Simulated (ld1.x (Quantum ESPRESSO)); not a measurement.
**Reading a pseudo-wave (potassium)**

Columns: radius, all-electron u(r) and pseudo u(r) of the 3s shell (level -36.10 eV) of potassium in the configuration [Ne] 3s2 3p6 4s0.5 4p0.5; PBE, scalar-relativistic, RRKJ scheme, ld1.x (Quantum ESPRESSO) 7.5.

```
r (bohr)  all-electron  pseudo
   0.105        0.0115  0.0217
   0.210       -0.4434  0.0608
   0.315       -0.4558  0.1302
   0.420       -0.1955  0.2351
   0.525        0.1431  0.3712
   0.630        0.4532  0.5263
   0.735        0.6933  0.6825
   0.840        0.8559  0.8211
   0.945        0.9479  0.9260
   1.050        0.9823  0.9873
   1.155        0.9739  1.0028
   1.260        0.9357  0.9772
   1.365        0.8784  0.9200
   1.470        0.8103  0.8436
   1.575        0.7374  0.7590
   1.680        0.6638  0.6750
   1.785        0.5924  0.5967
   1.890        0.5250  0.5260
   1.995        0.4625  0.4626
   2.100        0.4055  0.4055
   2.205        0.3541  0.3541
   2.310        0.3082  0.3082
   2.415        0.2675  0.2675
   2.520        0.2316  0.2316
   2.625        0.2001  0.2001
   2.730        0.1725  0.1725
```

**Question.** How many radial nodes do the two functions have?

**Answer.** The all-electron 3s function has n − l − 1 = 2; the pseudo-wave has 0, since the states of the same l below it are removed with the core.

**Question.** At about which radius was the pseudo-wave matched?

**Answer.** 2.10 bohr, where the columns begin to agree (steps of 0.10 bohr).

**Question.** Where does each function peak?

**Answer.** Outermost all-electron maximum near 1.05 bohr, pseudo maximum near 1.16 bohr (to the table’s step).

**Question.** Is the pseudo-wave norm-conserving?

**Answer.** Yes: the RRKJ scheme keeps the norm inside the radius equal to the all-electron one, which fixes the energy derivative of the logarithmic derivative at the level.
